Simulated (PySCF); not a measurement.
B3LYP has the VWN-RPA correlation part, as in Gaussian. 

```xyz
8

N      1.5646    -0.2181    -0.0033
Al    -0.0241     0.5374    -0.0965
N     -1.5396    -0.3384     0.1029
F     -0.0973     2.1667    -0.3888
H      1.7394    -1.1946     0.1681
H      2.4323     0.2806    -0.1163
H     -2.4489     0.0914     0.0506
H     -1.6263    -1.3251     0.2833
```

Charge 0, multiplicity 1.

### Question
Give the Mulliken and meta-Löwdin atomic charges from B3LYP-D3(BJ)/def2-TZVP in PySCF.

### Answer

```tsv
atom	Mulliken (e)	meta-Löwdin (e)
N1	-0.64	-0.77
Al2	0.75	1.14
N3	-0.64	-0.77
F4	-0.37	-0.55
H5	0.22	0.24
H6	0.23	0.24
H7	0.23	0.24
H8	0.22	0.24
```
